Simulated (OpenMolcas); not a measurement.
Tc5+: moving or changing the point charges

Tc5+ among 5 point charges of -2 e arranged as a trigonal bipyramid (D3h), 1.79 Å from the ion, with the axial distance 1.933 Å.
```
   1.7900    0.0000    0.0000  -2.00
  -0.8950    1.5502    0.0000  -2.00
  -0.8950   -1.5502    0.0000  -2.00
   0.0000    0.0000    1.9332  -2.00
   0.0000    0.0000   -1.9332  -2.00
```

```
Program             : OpenMolcas 26.06
Method              : SS-CASPT2, IPEA 0.25 Eh, imaginary shift 0.1 Eh (closed shells correlated: 4s 4p)
Basis               : ANO-RCC-VTZP [7s6p4d2f1g]
Scalar Hamiltonian  : DKH2, point nucleus
Active space        : 2 electrons in 5 orbitals (4d)
State averaging     : 2S+1 = 3 even, 10 roots; 2S+1 = 1 even, 15 roots
Spin-orbit coupling : state interaction with AMFI integrals over the reference wave functions
```

Runs around this geometry, states (labels of D3, the rotations of D3h). Energies in cm-1 above the lowest state or level, χT in cm3 K/mol.

| R (Å) | q (e) | Axial / equatorial distance | Ground state | First state of that spin | First gap with spin-orbit (degeneracies) | χT at 300 K | First state of another spin |
| --- | --- | --- | --- | --- | --- | --- | --- |
| 1.79 | -1 | 1.08 | 3A2 | 3A2 850 | 440 (1, 2) | 0.138 | 1E 10900 |
| 1.69 | -2 | 1.08 | 3A2 | 3A1 2590 | 420 (1, 2) | 0.251 | 1E 11900 |
| 1.79 | -2 | 1.08 | 3A2 | 3A1 1870 | 520 (1, 2) | 0.169 | 1E 11930 |
| 1.93 | -2 | 1.08 | 3A2 | 3A1 1140 | 530 (1, 2) | 0.133 | 1E 11220 |
| 1.79 | -2 | 1.17 | 3A2 | 3850 | 460 (1, 2) | 0.208 | 1E 11430 |

Taking the first state of the same spin as R^-n, n = -ln(1140 / 2590) / ln(1.93 / 1.69) = 6.2 between the shortest and longest distance.

Roots that are degenerate in the reference are averaged as groups; the widest CASPT2 spread within a group is 140 cm-1 (the 2-fold group of multiplicity 3 near 14900 cm-1 above the lowest state of its run, R = 1.69, q = -2, ratio = 1.08). Shifts and gaps below about the spread of the groups concerned are not significant. Free-ion shares, where given, are those of the reference states; single-state CASPT2 does not remix them. Spin-orbit coupling mixes the spin-free states strongly: the lowest level takes only 63 % from its leading state, 3A2 (figures for R = 1.79, q = -1, ratio = 1.08; the like holds for R = 1.93, q = -2, ratio = 1.08). Point charges carry no covalency, so the field is a model and not that of real ligands. An unlabelled pair can be two single states that coincide in this model. No measured value stands beside these numbers.
